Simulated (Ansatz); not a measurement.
Consider the ligand exchange at the Si–C bond: `FC([SiH3])[SiH2]S` + `C[NH][GeH3]` → `C[N]([SiH3])[GeH3]` + `FC[SiH2]S`.

Program: Ansatz. Geometries: PBE0-D4/def2-TZVP. ΔE: electronic, gas phase. CCSD(T)/CBS is the MP2 limit (def2-TZVPP, def2-QZVPP) plus CCSD(T) − MP2 in def2-TZVPP, frozen cores. For Ge outer-core shells are correlated without core-valence functions, which leaves a few kJ/mol of doubt a bond. Scalar relativity is left out up to krypton. Each species was taken in one conformer, which may not be the lowest.

`FC([SiH3])[SiH2]S`:

Cartesian coordinates in Å:
```
F 1.190 1.225 -0.469
C 0.168 0.260 -0.583
Si -1.513 1.127 -0.458
Si 0.479 -1.074 0.722
S 2.406 -1.949 0.472
H 0.260 -0.198 -1.577
H -1.663 1.746 0.883
H -2.567 0.096 -0.653
H -1.626 2.171 -1.507
H 0.325 -0.463 2.066
H -0.501 -2.174 0.539
H 3.041 -0.768 0.565
```

`C[NH][GeH3]`:

Cartesian coordinates in Å:
```
C 0.390 0.332 -1.306
N 0.508 -0.543 -0.156
Ge -0.611 -0.249 1.272
H 0.995 -0.047 -2.134
H 0.687 1.376 -1.123
H -0.648 0.345 -1.651
H 1.471 -0.665 0.122
H -0.232 -1.262 2.363
H -2.047 -0.474 0.771
H -0.512 1.188 1.842
```

`C[N]([SiH3])[GeH3]`:

Z-matrix (Å, degrees):
```
C
N 1 1.456
H 1 1.095 2 111.1
H 1 1.095 2 110.6 3 118.4
H 1 1.098 2 113.0 3 -121.1
Si 2 1.718 1 118.3 3 -148.3
Ge 2 1.840 1 115.9 3 44.9
H 6 1.494 2 113.7 1 -66.9
H 6 1.485 2 108.2 1 172.7
H 6 1.490 2 109.4 1 52.2
H 7 1.533 2 108.0 1 -174.5
H 7 1.544 2 110.7 1 64.5
H 7 1.541 2 107.4 1 -53.8
```

`FC[SiH2]S`:

```xyz
9

F    -1.493    0.560    1.012
C    -0.419    1.059    0.279
Si    0.392   -0.353   -0.685
S     1.127   -1.847    0.646
H     0.287    1.521    0.977
H    -0.798    1.838   -0.393
H     1.577    0.169   -1.413
H    -0.599   -0.907   -1.643
H    -0.074   -2.041    1.220
```

```csv
species,CCSD(T)/def2-TZVPP energy (Eh)
`FC([SiH3])[SiH2]S`,-1117.83176
`C[NH][GeH3]`,-2172.50539
`C[N]([SiH3])[GeH3]`,-2462.78141
`FC[SiH2]S`,-827.58207
```

(1) Work out ΔE.

Largest T1 diagnostic among the species: 0.012.

Results:

(1) ΔE = (-2462.78141) + (-827.58207) − (-1117.83176) − (-2172.50539) = -0.02633 Eh = -16.5 kcal/mol. CCSD(T)/CBS gives -16.2 kcal/mol.

From PBE to PBE0 (25 % exact exchange), in def2-TZVPP and without D4, ΔE moves by −1.4 kcal/mol.
